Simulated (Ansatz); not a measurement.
## A reaction path, image by image

GaNH₃ClO, closed shell, from GaNH₃ClO ([NH2][Ga]([OH])[Cl]) to GaNH₃ClO ([NH][Ga]([OH2])[Cl]); PBE0-D4/def2-SVP (Ansatz 0.2.0). Settings:

```yaml
hamiltonian: {xc: pbe0, dispersion: d4}
neb:
  images: 5
  climbing: true
  max_iterations: 40
  initial_path: idpp
```

First end:

| atom | x (Å) | y (Å) | z (Å) |
| --- | --- | --- | --- |
| Ga1 | -0.2079 | 0.0087 | 0.3438 |
| O2 | -0.1218 | -1.7185 | 0.7367 |
| N3 | 0.4523 | 0.6318 | -1.2061 |
| H4 | 1.0577 | 0.0722 | -1.7820 |
| Cl5 | -1.1961 | 1.3257 | 1.7093 |
| H6 | -0.5454 | -1.9374 | 1.5694 |
| H7 | 0.5612 | 1.6174 | -1.3711 |

Second end:

```
7
angstrom
Ga -0.2370 0.7699 0.4256
O 0.4375 -1.2314 0.3476
N 0.2014 0.7792 -1.2551
H 0.5802 -1.0237 -0.6089
Cl -0.9203 1.0044 2.4137
H -0.1797 -1.9659 0.4169
H 0.1179 1.6674 -1.7398
```

The ends were relaxed with PBE0-D4 in triple zeta, so they are not quite minima here (largest force components 0.31 and 0.36 eV/Å).

Energies along the converged band: It took 16 iterations. Path lengths are measured after rigid turns and shifts between images are taken out.
| image | path length (Å) | energy (kcal/mol) |
| --- | --- | --- |
| 0 | 0.00 | 0.00 |
| 1 | 0.86 | 3.41 |
| 2 | 1.73 | 2.66 |
| 3 | 2.59 | 4.18 |
| 4 | 3.46 | 17.53 |
| 5 (climbing) | 4.32 | 56.42 |
| 6 | 4.84 | 55.96 |
Energies count from the first end.

The images between the ends:
Image 1:
```xyz
7
angstrom
Ga -0.1561 0.0689 0.4888
O 0.1636 -1.5705 1.0934
N 0.3681 0.6033 -1.1412
H 0.9280 0.0283 -1.7572
Cl -1.1124 1.5189 1.7477
H -0.5343 -2.2234 0.9918
H 0.3430 1.5746 -1.4233
```

Image 2:
```xyz
7
angstrom
Ga -0.2327 0.0424 0.5015
O -0.2881 -1.5553 1.2661
N 0.2869 0.5743 -1.1379
H 0.7503 0.0333 -1.8558
Cl -0.9503 1.6302 1.7435
H 0.1040 -2.2966 0.7964
H 0.3299 1.5717 -1.3137
```

Image 3:
```xyz
7
angstrom
Ga -0.2129 0.2234 0.6066
O 0.0667 -1.4441 1.1571
N 0.1997 0.5316 -1.1180
H 0.7733 -0.1906 -1.5379
Cl -1.0323 1.5621 2.0480
H -0.0683 -2.0918 0.4578
H 0.2738 1.4094 -1.6137
```

Image 4:
```xyz
7
angstrom
Ga -0.2279 0.4072 0.6073
O 0.3951 -1.2871 0.7140
N 0.1776 0.5744 -1.1190
H 0.6359 -0.3443 -1.1732
Cl -1.0837 1.3543 2.3036
H -0.2339 -1.9793 0.4953
H 0.3370 1.2748 -1.8280
```

Image 5:
```xyz
7
angstrom
Ga -0.2563 0.7005 0.5054
O 0.4516 -1.1930 0.3703
N 0.1944 0.5946 -1.1766
H 0.5342 -0.7352 -0.6369
Cl -1.0055 1.2114 2.4231
H -0.1646 -1.9351 0.3598
H 0.2464 1.3569 -1.8451
```

The band counts as converged below 0.05 eV/Å. The run took about 4.9 min on 4 CPU threads of an Intel Xeon (shared host).
